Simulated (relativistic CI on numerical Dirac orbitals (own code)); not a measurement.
**One change at a time: Nb XXIV**

Base calculation: Dirac-Coulomb-Breit CI, separate exchange-only KLI orbitals for each configuration, QED by a radiative potential, unscaled Slater integrals.

CI space (outside the closed core [Ne]): 3s²3p⁶, 3s²3p⁵3d, 3s3p⁶3d, 3s²3p⁵4s, 3s²3p⁵4p, 3s²3p⁵4d, 3s3p⁶4s, 3p⁶3d4p, 3s²3p⁵4f, 3s3p⁶4p, 3s3p⁶4d, 3s3p⁶4f, 3s²3p⁵5s, 3s²3p⁵5p, 3s²3p⁵5d, 3s²3p⁵5f, 3s²3p⁵5g, 3s3p⁶5s, 3s3p⁶5p, 3s²3p⁵6s, 3s3p⁶5d, 3s²3p⁵6p, 3p⁶3d², 3p⁵3d³, 3p⁵3d²4s, 3p⁵3d²4p, 3p⁵3d²4d, 3p⁶3d4s, 3p⁵3d4s², 3p⁵3d4s4p, 3p⁵3d4s4d. Double excitations out of closed p, d and f shells are left out; levels of such configurations are missing from the list, as are those of other unlisted configurations, and high levels can miss mixing partners. These lack a partner that the ground configuration has and come out too high: 3s²3p⁵4f, 3s²3p⁵5s, 3s²3p⁵5p, 3s²3p⁵5d, 3s²3p⁵5f.

The lowest level and the first level of each name with at least 55 % of one term (blank where a level has no safe partner in the second run):

```
        Level  Base (cm⁻¹)  Shift (cm⁻¹)
   3s²3p⁶ ¹S0            0             0
3s²3p⁵3d ³P°0       860849        -11494
3s²3p⁵3d ³P°1       880608        -31253
3s²3p⁵3d ³P°2       919972        -70616
3s²3p⁵3d ³F°3       920496        -35797
3s²3p⁵3d ³F°4       928601        -43901
3s²3p⁵3d ³D°3       995300        -44386
3s²3p⁵3d ³D°1      1047581        -96667
3s²3p⁵3d ³F°2      1079679              
3s²3p⁵3d ¹P°1      1321768       -107390
  3s3p⁶3d ³D1      1807306       -206359
  3s3p⁶3d ³D2      1817525       -216578
  3s3p⁶3d ³D3      1840401       -239454
  3s3p⁶3d ¹D2      1913689       -232551
```

At this charge energies of transitions that change n are usually good to better than 1 %, and those within a shell (Δn = 0) to a few per cent.

One thing was changed in a second run, which moved the levels as shown. Which?
A. non-relativistic limit
B. configuration mixing switched off
C. Breit term removed
D. QED terms removed
E. P86 correlation estimate

A. Non-relativistic limit. Without relativity the fine structure collapses and s electrons lose their extra binding.

LS names give the leading component of a level, which can be under half, so a name can repeat, a term be missing and a line seem to break the LS rules.
